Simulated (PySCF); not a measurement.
Structure problem from calculated spectra and properties.

Formula: C9H6ClOP.

| Property | Result |
| --- | --- |
| 1H NMR | chemical shifts (computed TMS as zero) by class: 8.89 (2 H), 8.83 (1 H), 7.79 (2 H), 7.66 (1 H) ppm [GIAO PBE0/pcSseg-1] |
| Dipole | 1.88 D [PBE0/pcSseg-1] |
| Rotational structure | rotational constants A, B, C: 1.423, 0.503, 0.372 GHz [GFN2-xTB] |
| 13C NMR | chemical shifts (computed TMS as zero) by class: 186.2 (1 C), 160.0 (1 C), 146.2 (1 C), 134.6 (1 C), 134.3 (1 C), 134.3 (2 C), 130.6 (2 C) ppm [GIAO PBE0/pcSseg-1] |
| NMR, other nuclei | isotropic shieldings of nuclei other than C and H, by class: -7 (1 O), 168 (1 P), 778 (1 Cl) ppm [GIAO PBE0/pcSseg-1] |

The electronic properties come from PySCF, for the isolated species, density fitting. Levels stand in brackets. Geometry: GFN2-xTB, one conformer, isolated molecule. GFN2-xTB frequencies show an imaginary mode (33i cm⁻¹), so this geometry is no minimum at that level. NMR classes are plain means over equivalent atoms (diastereotopic ones count apart unless rotation or inversion swaps them), as if these changed places fast.

Question: Propose a structure and show how it fits.

Answer: Numbering: `[Cl:1][c:2]1[p:3][cH:4][o:5][c:6]1-[c:7]1[cH:8][cH:9][cH:10][cH:11][cH:12]1`. 9 carbons fall into 7 classes; from least to most shielded: aromatic CH next to a ring oxygen [C4] (186.2 ppm), substituted aromatic carbon [C6] (160.0 ppm), aromatic C–Cl carbon [C2] (146.2 ppm), aromatic CH carbon [C10] (134.6 ppm), substituted aromatic carbon [C7] (134.3 ppm), aromatic CH carbon [C9/C11] (134.3 ppm, 2 C), aromatic CH carbon [C8/C12] (130.6 ppm, 2 C). Hydrogen classes from least to most shielded: 2 H on the ortho carbons, C8/C12 (8.89 ppm, a mean of values up to 0.9 ppm apart in this geometry), 1 H on an aromatic CH next to a ring oxygen, C4 (8.83 ppm), 2 H on the meta carbons, C9/C11 (7.79 ppm), 1 H on the para carbon, C10 (7.66 ppm). The other shieldings belong to: -7 ppm, furan-type oxygen [O5]; 168 ppm, phosphorus bonded to 2 C [P3]; 778 ppm, aryl chlorine [Cl1]. The optimised geometry has point group Cs and is an asymmetric top. Structure: `ClC1=C(C2=CC=CC=C2)OC=P1`. The assignments are read from this structure; whether some other isomer fits the data as well wasn't checked.

Conformer computed: `[Cl:1][c:2]1[p:3][cH:4][o:5][c:6]1-[c:7]1[cH:8][cH:9][cH:10][cH:11][cH:12]1`: O5–C6–C7–C8 180°.
